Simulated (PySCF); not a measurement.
C$_{6}$H$_{12}$O, triplet, geometry from GFN2-xTB (a higher spin typed on purpose: for a closed-shell molecule this is an excited state), with bond 11-2 at 1.3 times its length. Base run: PySCF with PBE0/STO-3G.

The PySCF input:
```python
from pyscf import gto, scf, dft

mol = gto.M(
    atom='''
C    -2.02710707   -1.59725888    0.34700618
C    -1.02880172   -0.45301862    0.56166129
C    -1.64092248    0.88290346    0.19633512
C     0.22064222   -0.69947597   -0.28703456
C     1.24750457    0.39780181   -0.01819008
C     2.62679557    0.06941484   -0.56263552
O     0.86172848    1.64434124   -0.09320444
H    -1.58715923   -2.54675061    0.64155769
H    -2.91896676   -1.42676290    0.94471751
H    -2.31757531   -1.65885591   -0.69948011
H    -0.64502832   -0.43199353    1.93203747
H    -2.13147259    0.85266467   -0.77403501
H    -2.32410619    1.25905767    0.95208232
H    -0.78146328    1.59319678    0.11443064
H    -0.05850937   -0.70929999   -1.35207859
H     0.67275280   -1.66213613   -0.04469136
H     3.30615374    0.87232885   -0.28969154
H     2.62016321   -0.02585255   -1.65484270
H     2.97127975   -0.86767403   -0.13098446
''',
    basis='sto-3g',
    spin=2,
    verbose=4,
)

mf = dft.UKS(mol)
mf.xc = 'pbe0'
mf.kernel()
mf.analyze()
```

Each row names what was changed in the base input (with any setting that the change needs).

```json
[
 {"change": "base", "ΔE vs base (mEh)": "0.000", "SCF cycles": "11", "<S^2>": "2.002", "outcome": "converged"},
 {"change": "conv_tol_grad = 1e-7", "ΔE vs base (mEh)": "0.000", "SCF cycles": "17", "<S^2>": "2.002", "outcome": "converged"},
 {"change": "diis_space = 2", "ΔE vs base (mEh)": "0.000", "SCF cycles": "17", "<S^2>": "2.002", "outcome": "converged"},
 {"change": "diis_space = 20", "ΔE vs base (mEh)": "0.000", "SCF cycles": "11", "<S^2>": "2.002", "outcome": "converged"},
 {"change": "conv_tol = 1e-7", "ΔE vs base (mEh)": "0.000", "SCF cycles": "9", "<S^2>": "2.002", "outcome": "converged"},
 {"change": "conv_tol = 1e-11", "ΔE vs base (mEh)": "0.000", "SCF cycles": "14", "<S^2>": "2.002", "outcome": "converged"},
 {"change": "init_guess = vsap", "ΔE vs base (mEh)": "0.000", "SCF cycles": "16", "<S^2>": "2.002", "outcome": "converged"},
 {"change": "level_shift = 0.3 (with mf.max_cycle = 100)", "ΔE vs base (mEh)": "0.000", "SCF cycles": "20", "<S^2>": "2.002", "outcome": "converged"},
 {"change": "conv_tol = 1e-6", "ΔE vs base (mEh)": "0.000", "SCF cycles": "8", "<S^2>": "2.002", "outcome": "converged"},
 {"change": "diis = off; damp = 0.3 (with mf.diis_start_cycle = 200; with mf.max_cycle = 150)", "ΔE vs base (mEh)": "0.000", "SCF cycles": "22", "<S^2>": "2.002", "outcome": "converged"},
 {"change": "damp = 0.5; diis_start_cycle = 5", "ΔE vs base (mEh)": "0.000", "SCF cycles": "12", "<S^2>": "2.002", "outcome": "converged"},
 {"change": "diis_space = 4", "ΔE vs base (mEh)": "0.000", "SCF cycles": "12", "<S^2>": "2.002", "outcome": "converged"},
 {"change": "DIIS = EDIIS", "ΔE vs base (mEh)": "-", "SCF cycles": "50", "<S^2>": "-", "outcome": "not converged"}
]
```

Open shells are given as the SCF converged; they aren't shown to be the lowest states, and a large step between rows can be another state.
